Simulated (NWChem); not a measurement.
System: H₂BO₂ cation

NWChem printed, in part:

```
             Northwest Computational Chemistry Package (NWChem) 7.3.0
             --------------------------------------------------------

 C2  symmetry detected

                             Geometry "geometry" -> ""
                             -------------------------

 Output coordinates in angstroms (scale by  1.889725989 to convert to a.u.)

  No.       Tag          Charge          X              Y              Z
 ---- ---------------- ---------- -------------- -------------- --------------
    1 O                    8.0000     0.04086158    -1.25040079     0.04852087
    2 B                    5.0000     0.00000000     0.00000000    -0.01814313
    3 O                    8.0000    -0.04086158     1.25040079     0.04852087
    4 H                    1.0000    -0.40172907    -2.01849538    -0.34280913
    5 H                    1.0000     0.40172907     2.01849538    -0.34280913

 Effective nuclear repulsion energy (a.u.)      61.2882165336

      Symmetry information
      --------------------

 Group name             C2
 Group number              4
 Group order               2
 No. of unique centers     3

                                Z-matrix (autoz)
                                --------

 Units are Angstrom for bonds and degrees for angles

      Type          Name      I     J     K     L     M      Value
      ----------- --------  ----- ----- ----- ----- ----- ----------
    1 Stretch                  1     2                       1.25284
    2 Stretch                  1     4                       0.96902
    3 Stretch                  2     3                       1.25284
    4 Stretch                  3     5                       0.96902
    5 Bend                     1     2     3               173.89968
    6 Bend                     2     1     4               139.00113
    7 Bend                     2     3     5               139.00113
    8 Torsion                  1     2     3     5         132.66771
    9 Torsion                  3     2     1     4         132.66771

                           NWChem Geometry Optimization
                           ----------------------------

 maximum gradient threshold         (gmax) =   0.000450
 rms gradient threshold             (grms) =   0.000300
 maximum cartesian step threshold   (xmax) =   0.001800
 rms cartesian step threshold       (xrms) =   0.001200
 fixed trust radius                (trust) =   0.300000
 source of zmatrix                         =   autoz

[...]

      ----------------------
      Optimization converged
      ----------------------

  Step       Energy      Delta E   Gmax     Grms     Xrms     Xmax
  ---- ---------------- -------- -------- -------- -------- --------
@   10    -175.31159284 -1.5D-08  0.00000  0.00000  0.00056  0.00093
                                     ok       ok       ok       ok

                                Z-matrix (autoz)
                                --------

 Units are Angstrom for bonds and degrees for angles

      Type          Name      I     J     K     L     M      Value     Gradient
      ----------- --------  ----- ----- ----- ----- ----- ---------- ----------
    1 Stretch                  1     2                       1.25350   -0.00000
    2 Stretch                  1     4                       0.97710    0.00000
    3 Stretch                  2     3                       1.25350   -0.00000
    4 Stretch                  3     5                       0.97710    0.00000
    5 Bend                     1     2     3               179.97405   -0.00000
    6 Bend                     2     1     4               179.89204    0.00000
    7 Bend                     2     3     5               179.89204    0.00000
    8 Torsion                  1     2     3     5         133.19291   -0.00000
    9 Torsion                  3     2     1     4         133.19291   -0.00000

                         Geometry "geometry" -> "geometry"
                         ---------------------------------

 Output coordinates in angstroms (scale by  1.889725989 to convert to a.u.)

[...]

 Rotational Constants
 --------------------
 A= ********** cm-1  (********** K)
 B=   0.279597 cm-1  (  0.402269 K)
 C=   0.279597 cm-1  (  0.402269 K)

 Temperature                      =   298.15K
 frequency scaling parameter      =   1.0000

 Zero-Point correction to Energy  =   17.174 kcal/mol  (  0.027368 au)
 Thermal correction to Energy     =   20.726 kcal/mol  (  0.033029 au)
 Thermal correction to Enthalpy   =   21.318 kcal/mol  (  0.033973 au)

 Total Entropy                    =   56.457 cal/mol-K
   - Translational                =   37.322 cal/mol-K (mol. weight =  45.0148)
   - Rotational                   =    6.327 cal/mol-K (symmetry #  =        2)
   - Vibrational                  =   12.808 cal/mol-K

 Cv (constant volume heat capacity) =   14.825 cal/mol-K
   - Translational                  =    2.979 cal/mol-K
   - Rotational                     =    2.979 cal/mol-K
   - Vibrational                    =    8.866 cal/mol-K

[normal modes left out]

 ----------------------------------------------------------------------------
 Normal Eigenvalue ||           Projected Infra Red Intensities
  Mode   [cm**-1]  || [atomic units] [(debye/angs)**2] [(KM/mol)] [arbitrary]
 ------ ---------- || -------------- ----------------- ---------- -----------
    1       -0.000 ||    0.012004           0.277        11.703       0.455
    2        0.000 ||    0.022542           0.520        21.975       0.854
    3        0.000 ||    0.038351           0.885        37.386       1.453
    4        0.000 ||    0.306415           7.069       298.708      11.607
    5        0.000 ||    0.002449           0.056         2.387       0.093
    6        0.000 ||    0.022443           0.518        21.879       0.850
    7       82.557 ||    0.000011           0.000         0.010       0.000
    8       88.151 ||    0.418036           9.644       407.522      15.836
    9       91.748 ||    0.757495          17.476       738.444      28.695
   10      443.691 ||    0.000318           0.007         0.310       0.012
   11      452.342 ||    0.002238           0.052         2.182       0.085
   12     1122.098 ||    0.000000           0.000         0.000       0.000
   13     2253.070 ||    0.436510          10.071       425.532      16.536
   14     3726.081 ||    1.940890          44.778      1892.075      73.524
   15     3759.313 ||    0.000001           0.000         0.001       0.000
 ----------------------------------------------------------------------------
```

Level: B3LYP/3-21G. 

**Question.** Which NWChem input produces such a log?

**Answer.** Several could match; the one computed here: the input that was run:
```
start job
memory heap 200 mb stack 900 mb global 1100 mb
charge 1
geometry units angstroms
  O      0.196922    -1.235473     0.067681
  B     -0.000000    -0.000000     0.001017
  O     -0.196922     1.235473     0.067681
  H     -0.146132    -2.052889    -0.323649
  H      0.146132     2.052890    -0.323649
end
basis spherical
  * library 3-21g
end
dft
  xc b3lyp
  iterations 150
end
driver
  maxiter 120
end
task dft optimize
task dft freq
```
